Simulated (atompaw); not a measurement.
## What one change does to a pseudopotential (Sn (Z = 50), PAW (atompaw))

atompaw 4.2.0.5 input, output lines left out:

```
Sn 50
GGA-PBE scalarrelativistic loggrid 1500 logderivrange -3 5 201
5 5 4 0 0 0
5 1 2
0 0 0
c
c
c
c
v
c
c
c
v
c
c
2
2.35 1.80 2.00 1.35
y
0.2
n
y
3.4
n
y
0.05
y
2
n
custom rrkj vanderbiltortho sinc
3 -0.5 ultrasoft
2.35
2.35
2.35
2.35
2.35
2.35
```

Change: core [Kr], valence charge 14; reference 4d10 5s2 5p2; waves now 5s (bound): rc 2.20 bohr; 5s channel at 0.25 Ry: rc 2.20 bohr; 5p (bound): rc 2.20 bohr; 5p channel at 2.6 Ry: rc 2.20 bohr; 4d (bound): rc 2.20 bohr; 4d channel at -0.1 Ry: rc 2.20 bohr; 4f channel at -0.15 Ry: rc 2.10 bohr; local potential ultrasoft scheme with l = 4 at -0.5 Ry, radius 1.80 bohr; core correction smooth core density matched at 1.45 bohr; augmentation sinc compensation charge, radius 2.10 bohr; PAW radius 2.20 bohr; waves and projectors: custom rrkj vanderbiltortho.

Cutoffs: the cutoffs (Ry, on a coarse ladder) from which the occupation-weighted sum of valence levels, in a spherical-Bessel basis at the reference potential, stays within 10 and 1 mRy of its value at 400 Ry; they do not see the model core or the augmentation charge, which bear on the density cutoff.

Question: What does the change do?

Answer: The potential gets harder (6 Ry and 6 Ry → 21 Ry and 40 Ry); the bound ghost in d disappears. The added semicore shells are compact, so their waves need more plane waves. Several settings change at once here, so the effects cannot be laid on one of them.

```tsv
quantity	base	changed
cutoff, loose	6 Ry	21 Ry
cutoff, tight	6 Ry	40 Ry
bound ghosts	d	none
lowest overlap eigenvalue by channel	s 0.31, p 0.58, d 0.83	s 0.34, p 0.52, d 0.07, f 1.00
```

 A true bound ghost makes a file unfit for plane-wave use even where its test errors are small: the radial tests pick states by their node count and pass the ghost by. The cutoffs see the waves, projectors and local potential, not the compensation charge or the core.
